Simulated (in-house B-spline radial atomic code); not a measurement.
Response and correlation of Hf V (Hf4+)

Closed shell [Xe] 4f14. Computed with an all-electron radial atomic-structure program (B-spline basis): Dirac-Hartree-Fock, relativistic RPA (time-dependent Dirac-Hartree-Fock) for the response and second-order many-body perturbation theory for correlation, no-pair Dirac-Coulomb Hamiltonian, finite nucleus.

Command:
```bash
python run_mb.py task.json out
```
Settings (nuclear radius in fm, box in bohr, cutoff in hartree):
```
basis_form          2
Z                   72
core_configuration  [Xe] 4f14
rms_radius          5.347
mass_number         180
speed_of_light      137.036
box_radius          12.418
lmax                7
intervals           62
virtual_cutoff      129600.0
```

Cost of the run: 27 s on 1 thread of Intel(R) Xeon(R) Platinum 8259CL CPU @ 2.50GHz (shared host).

| multipole (bohr³, bohr⁵, bohr⁷) | uncoupled | coupled RPA |
| --- | --- | --- |
| dipole | 3.9228 | 3.1961 |
| quadrupole | 4.4089 | ? |
| octupole | 18.607 | 23.67 |

Problem. What is the coupled quadrupole polarisability?

Solution. 5.0864 atomic units, +15 % against the uncoupled value.

Problem. Which subshells carry the dipole polarisability?

Solution. 5p3/2 58.6 %, 5p1/2 18.6 %, 4f7/2 13.5 %.

Problem. What does the dipole shielding factor come to?

Solution. The dipole shielding factor is 0.945, against the exact N/Z = 68/72 = 0.944 of the non-relativistic theorem.

Dipole polarisability at imaginary frequency:

```tsv
u (Eh)	α(iu) (bohr³)
0	3.196
0.224	3.137
0.559	2.872
1.12	2.253
1.68	1.711
2.24	1.317
3.35	0.8491
4.47	0.598
5.59	0.4494
7.83	0.2866
11.2	0.1735
16.8	0.0951
22.4	0.06077
33.5	0.03164
55.9	0.01334
112	0.003955
```

Problem. What dispersion coefficients follow for two such ions (the dispersion part alone)?

Solution. C6 = (3/π)∫α(iu)²du = 14.56 hartree·bohr⁶ and C8 = 132.3 hartree·bohr⁸.

Lowest J = 1 odd-parity excitations:

| energy (eV) | oscillator strength | leading channel | weight |
| --- | --- | --- | --- |
| 21.935 | 0.00878 | 4f7/2 → d5/2 | 0.604 |
| 24.18 | 0.00175 | 4f5/2 → d5/2 | 0.778 |
| 24.49 | 0.122 | 4f5/2 → d3/2 | 0.616 |
| 32.445 | 0.00749 | 5p3/2 → d3/2 | 0.779 |
| 38.275 | 1.17 | 5p3/2 → d5/2 | 0.552 |
| 40.218 | 0.682 | 5p3/2 → s1/2 | 0.98 |
| 45.84 | 3.24 | 5p1/2 → d3/2 | 0.726 |
| 48.161 | 0.518 | 4f7/2 → d5/2 | 0.597 |

Second-order correlation energy by the highest angular momentum of the excited pair (hartree): s -0.02991, p -0.2635, d -0.9119, f -1.708, g -1.234, h -0.4253, i -0.1955, k -0.09652.

Problem. What is the second-order correlation energy at the partial-wave limit?

Solution. The listed waves sum to -4.8647 hartree; extrapolating the increments as (l + 1/2)⁻⁴ gives -5.062 hartree, -2.03 eV per electron.
